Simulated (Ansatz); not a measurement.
Molecule: sum formula H$_{2}$SiO$_{2}$Cl, charge 0, multiplicity 2. It need not be the lowest isomer of its formula. 
Coordinates optimised at B3LYP-D3(BJ)/def2-TZVP (Ansatz, an electronic-structure program):
SMILES: [Si](Cl)(O)O
```xyz
6

Si     0.1398    -0.0523     0.5727
Cl    -1.3069    -0.1180    -0.9231
O      0.9411     1.3879     0.5691
O      1.2641    -1.2010     0.2604
H      0.4302     2.1980     0.6574
H      2.1878    -0.9550     0.3806
```
Charge 0, spin multiplicity 2.

Total electronic energies in hartree. Correlated levels leave the core frozen unless marked. Open shells are spin-unrestricted. No spin-orbit coupling. Non-relativistic unless marked X2C. CBS marks a two-point X^-3 extrapolation of the correlation energy; Hartree-Fock from the larger set. The bracket is a focal-point correction in the basis named.

```csv
level,program,energy (Eh)
HF/cc-pVTZ,Ansatz,-899.53845
HF/cc-pV(Q+d)Z,Ansatz,-899.56598
SVWN5/def2-TZVPD,Ansatz,-897.84470
revPBE-D4/def2-TZVPD,Ansatz + dftd4,-901.36294
B3LYP-D4/def2-TZVPD,Ansatz + dftd4,-901.58674
PBE0/def2-TZVP,Ansatz,-901.10928
BHLYP-D4/def2-TZVPD,Ansatz + dftd4,-901.47889
r2SCANh-D4/def2-TZVPD,Ansatz + dftd4,-901.40923
HSE06/def2-TZVPD,Ansatz,-901.09226
MP2/cc-pVTZ,Ansatz,-900.30177
"MP2/CBS(cc-pV(T+d)Z,cc-pV(Q+d)Z)",Ansatz,-900.4463
CCSD/cc-pwCVTZ,Ansatz,-900.34726
X2C-CCSD(T)/cc-pVTZ-DK,Ansatz,-902.46848
"RI-MP2/CBS(cc-pV(T+d)Z,cc-pV(Q+d)Z)+[CCSD(T)-MP2]/cc-pV(Q+d)Z",Ansatz,-900.4982
"CCSD(T)/CBS(cc-pV(T+d)Z,cc-pV(Q+d)Z)",Ansatz,-900.4978
```

Totals of different functionals don't rank their quality; only differences between species are comparable.
